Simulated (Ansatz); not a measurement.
`CCCCS(C)(=O)=O` at its PBE0-D4/def2-TZVP geometry, where that method's forces vanish. Total charge 0; spin multiplicity 1.

```xyz
20

C    -2.4724   -0.3765    0.1358
C    -1.6986    0.5372   -0.7990
C    -0.4441   -0.0946   -1.3915
C     0.5789   -0.6115   -0.3884
S     1.2781    0.7001    0.5987
C     2.6837   -0.0655    1.3589
O     1.7586    1.7232   -0.2918
O     0.3534    1.0429    1.6474
H    -2.7093   -1.3318   -0.3435
H    -1.9116   -0.5803    1.0506
H    -3.4153    0.0847    0.4362
H    -2.3397    0.8354   -1.6344
H    -1.4336    1.4569   -0.2714
H    -0.7289   -0.9495   -2.0150
H     0.0537    0.6224   -2.0493
H     1.4193   -1.0767   -0.9097
H     0.1541   -1.3350    0.3106
H     3.1122    0.6950    2.0122
H     2.3577   -0.9215    1.9486
H     3.4037   -0.3548    0.5950
```

(1) What forces (eV/Å) does PBE-D4/def2-TZVPP give on these atoms in the Gaussian-basis code of Ansatz? (An estimate is asked.)

Answers

(1) The calculation gave: 
```
C1  -0.024 -0.002  0.007
C2  -0.019  0.004 -0.010
C3   0.008  0.008 -0.003
C4  -0.052 -0.168 -0.111
S5   0.177 -0.537 -0.057
C6   0.163 -0.119  0.074
O7   0.426  0.858 -0.774
O8  -0.789  0.269  0.905
H9  -0.051 -0.189 -0.084
H10  0.102 -0.049  0.185
H11 -0.190  0.080  0.069
H12 -0.132  0.071 -0.164
H13  0.050  0.189  0.098
H14 -0.058 -0.168 -0.136
H15  0.101  0.139 -0.145
H16  0.162 -0.114 -0.103
H17 -0.085 -0.165  0.131
H18  0.090  0.141  0.130
H19 -0.040 -0.178  0.124
H20  0.160 -0.072 -0.136
```
